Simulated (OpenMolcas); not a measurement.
# Computed transition rates of Co⁵⁺

| Quantity | Value |
| --- | --- |
| Program | OpenMolcas |
| Method | RASSCF |
| Basis | ANO-RCC-VQZP [7s6p4d3f2g1h] |
| Scalar Hamiltonian | DKH2, point nucleus |
| Active space | 10 electrons in 8 orbitals (RAS1 3p, at most 2 holes; RAS2 3d) |
| State averaging | 2S+1 = 5 even, 5 roots; 2S+1 = 3 even, 45 roots; 2S+1 = 1 even, 44 roots |
| Spin-orbit coupling | RASSI with atomic mean-field integrals over the reference wave functions, term energies averaged over their components |

Rates come from the transition moments of the reference wave functions (E1 and E2 in the length form). At fixed line strength A goes as λ^-3 for E1 and M1 and as λ^-5 for E2, so a rate at the computed wavelength can be rescaled to the measured one. Measured vacuum wavelengths follow from level energies in Sugar and Corliss, J. Phys. Chem. Ref. Data 10, 1097 (1981). Branching counts decays inside the model space alone, at computed energies, and the table is only a selection of the E2 and M1 lines, drawn from those between levels with measured partners whose computed energy lies within a factor of 1.5 of the measured one.

| Upper | Lower | Type | λ computed (nm) | λ measured (nm) | A computed (s-1) | A rescaled (s-1) | Branching % |
| --- | --- | --- | --- | --- | --- | --- | --- |
| 3d4 1S0 | 3d4 3P1(1) | M1 | 475 | 591.3 | 4.75e+00 |  | 100.0 |
| 3d4 1G4(2) | 3d4 1I6 | E2 | 251.1 | 261.6 | 4.30e+00 | 3.50e+00 | 50.6 |
| 3d4 3F4(2) | 3d4 3H6 | E2 | 226.8 | 240.6 | 3.75e+00 | 2.79e+00 | 34.3 |
| 3d4 3P0(1) | 3d4 5D1 | M1 | 358.9 | 370.9 | 3.60e+00 |  | 100.0 |
| 3d4 3P0(2) | 3d4 3P2(1) | E2 | 210.3 | 239.3 | 2.79e+00 | 1.46e+00 | 40.1 |
| 3d4 3P1(1) | 3d4 5D2 | M1 | 348.2 | 358.8 | 2.79e+00 |  | 88.6 |
| 3d4 3F4(1) | 3d4 5D4 | M1 | 313.9 | 344.4 | 2.09e+00 |  | 82.0 |
| 3d4 3P2(1) | 3d4 5D3 | M1 | 330.4 | 340.4 | 1.88e+00 |  | 89.4 |
| 3d4 3F3(1) | 3d4 5D3 | M1 | 309.6 | 338.9 | 1.26e+00 |  | 65.4 |
| 3d4 3D3 | 3d4 5D4 | M1 | 218.5 | 250.7 | 1.06e+00 |  | 57.8 |
| 3d4 1D2 | 3d4 3F3(1) | M1 | 441.3 | 452.4 | 1.06e+00 |  | 37.4 |
| 3d4 1G4(1) | 3d4 3F4(1) | M1 | 765.6 | 900.2 | 1.02e+00 |  | 40.6 |
| 3d4 3D1 | 3d4 5D0 | M1 | 208.1 | 237.5 | 6.48e-01 |  | 33.1 |
| 3d4 3D2 | 3d4 5D1 | M1 | 210 | 240.1 | 5.42e-01 |  | 36.0 |
| 3d4 3F2(1) | 3d4 5D2 | M1 | 306 | 333.7 | 5.36e-01 |  | 56.6 |
| 3d4 1I6 | 3d4 3H6 | M1 | 639.4 | 737.1 | 4.10e-01 |  | 56.2 |
| 3d4 1I6 | 3d4 3H5 | M1 | 619.2 | 714.6 | 3.18e-01 |  | 43.6 |
| 3d4 3G5 | 3d4 3F4(1) | M1 | 1661 | 2476 | 1.41e-01 |  | 36.3 |
| 3d4 3H4 | 3d4 5D4 | M1 | 327.9 | 376 | 6.81e-02 |  | 82.9 |
| 3d4 5D4 | 3d4 5D3 | M1 | 13800 | 15220 | 1.03e-02 | 7.68e-03 | 100.0 |
| 3d4 5D3 | 3d4 5D2 | M1 | 17170 | 18670 | 9.16e-03 | 7.12e-03 | 100.0 |
| 3d4 5D2 | 3d4 5D1 | M1 | 24250 | 25970 | 3.98e-03 | 3.24e-03 | 100.0 |
| 3d4 3H5 | 3d4 3H4 | M1 | 19890 | 23290 | 3.24e-03 | 2.02e-03 | 98.5 |
| 3d4 3H6 | 3d4 3H5 | M1 | 19640 | 23370 | 2.92e-03 | 1.73e-03 | 99.0 |
| 3d4 5D1 | 3d4 5D0 | M1 | 46420 | 49020 | 5.40e-04 | 4.59e-04 | 100.0 |

Spin-changing lines and M1 lines between different terms are not rescaled, since their strength hangs on the term gaps too.

The largest correction is for 3d4 3P0(2) → 3d4 3P2(1) (E2): 2.79e+00 × (210.3 / 239.3)^5 = 1.46e+00 s-1, a factor of 0.52.

The computed rate and branching of 3d4 5D1 → 3d4 5D0 give the upper level a radiative lifetime of 1.000 / 5.40e-04 s-1 = 1.85e+03 s, counting decays inside the model space alone. The rescaled rate gives about 2.2e+03 s.

The computed order of these levels differs from the measured one in 3 places, and where term gaps are wrong the rates of spin-changing lines can be off by large factors.

These are rates of the free ion; in crystals, glasses and complexes forced electric-dipole and non-radiative decay shorten such lifetimes by orders of magnitude. No measured rate stands beside these. Rescaling mends the energy factor alone: line strengths can still be far off where a level mixes with configurations outside the active space, and weak or spin-changing lines hang on small mixing coefficients that depend on the term gaps too, so rescaling need not improve them.

Without dynamic correlation excited terms often stand tens of per cent too high (terms of higher spin than the ground term too low), and those without a measured partner can miss by more than the paired ones. Some levels mix across a computed gap that differs much from the measured one, so their mixing is not that of the real levels. Active for correlation alone: 3p; no level in the range computed is led by a configuration that opens it, so any true level of that kind is missing. Computed and measured levels are paired by configuration, term and J; levels that our copy of the source lacks, or whose pairing is in doubt (as where it misses far off the trend of its configuration), stay unpaired. Levels of configurations outside the active space are missing.

A number in round brackets counts repeated terms of one configuration in the order of the reference energies.
